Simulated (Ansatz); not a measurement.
Reaction (formal exchange of groups at a C–C bond): `O=C(O)[CH2][GeH3]` + `CCCC` → `CCC(C)C(=O)O` + `[CH3][GeH3]`

Calculated with Ansatz (gas phase, PBE0-D4/def2-TZVP geometries, no zero-point term in ΔE). CCSD(T)/CBS adds triple-zeta CCSD(T) − MP2 to the extrapolated MP2 energy (def2 sets, frozen cores). Functionals use def2-TZVPP. For Ge outer-core shells are correlated without core-valence functions, which leaves a few kJ/mol of doubt a bond. Scalar relativity is left out up to krypton. Each species was taken in one conformer, which may not be the lowest.

| level | ΔE (kcal/mol) |
| --- | --- |
| ωB97M-V | -1.3 |
| PBE | 0.6 |

Task: What does CCSD(T)/CBS give? (Best estimate.)

Result: Ansatz gave: -1.2 kcal/mol. The listed levels differ from it by -0.1, 1.8 kcal/mol.

Largest T1 diagnostic among the species: 0.014.

In def2-TZVPP, CCSD(T) changes the Hartree–Fock value by −2.0 kcal/mol (the triples alone add −0.3 kcal/mol) and MP2 by −2.1 kcal/mol. The D4 term adds −1.2 kcal/mol with B3LYP and −0.7 kcal/mol with PBE0; it sums over pairs of atoms, weighted by their polarisabilities, and B3LYP, whose exchange is more repulsive, gets the larger term.

B3LYP here is the variant with VWN-RPA as its local correlation; programs differ in this.
